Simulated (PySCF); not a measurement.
Zn(SH) (HSZn), SMILES [SH][Zn+], charge +1.

Geometry: B3LYP-D3(BJ)/def2-TZVP. The multiplicity is an assumed one; other spin states were not compared. The isomer is the one that the SMILES or the coordinates give; other isomers of the formula were not compared.

Two levels are set side by side: PBE/def2-TZVPD (PySCF) and CAM-B3LYP/def2-TZVPD (PySCF). Same geometry, gas phase. Differences are taken from unrounded values.

```csv
quantity,PBE
orbital gap (eV),1.05
highest occupied level (eV),-12.20
lowest empty level (eV),-11.15
mean polarisability (bohr³),41.2
```

Problem. These are the PBE values. What does CAM-B3LYP give? (An estimate is asked for; the answer gives what the named calculation found.)

Solution. 
| quantity | CAM-B3LYP | PBE minus CAM-B3LYP |
|---|---|---|
| orbital gap (eV) | 5.23 | -4.18 |
| highest occupied level (eV) | -14.62 | 2.42 |
| lowest empty level (eV) | -9.39 | -1.76 |
| mean polarisability (bohr³) | 40.8 | 0.3 |

PBE's occupied levels lie high since its potential decays too fast outside the molecule; exact exchange lowers them and widens the gap. Differences between two approximate levels are no errors against the true value.

Rough cost on one machine, each run with all the roots and properties that it gave: CAM-B3LYP against PBE within a factor of 2.
